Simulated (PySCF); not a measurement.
GaClBr2, SMILES [Br][Ga]([Br])[Cl]. The structure is a stationary point at PBE-D3(BJ)/def2-SVP. The structure was generated by enumeration; whether it is a known compound was not checked.

The numbers are results of PBE-D3(BJ)/def2-SVP (PySCF), not measurements.

Harmonic wavenumbers (cm⁻¹): 82, 103, 114, 247, 346, 432. Rotational constants (GHz): 1.558, 0.8030, 0.5299; symmetry number 2.

### Question
Work out the zero-point energy and the ideal-gas rigid-rotor harmonic-oscillator thermochemistry at 298.15 K and 1 atm.

### Answer
ZPE = ½ Σ hcν = ½ × 1324 cm⁻¹ = 7.92 kJ/mol. H − E(el) = 26.61 kJ/mol. Entropy in J/(mol K): translation 178.33, rotation 122.11, vibration 59.50, total 359.94. G − E(el) = -80.71 kJ/mol. Cp = 77.60 J/(mol K). Modes under 150 cm⁻¹ make the vibrational entropy uncertain.
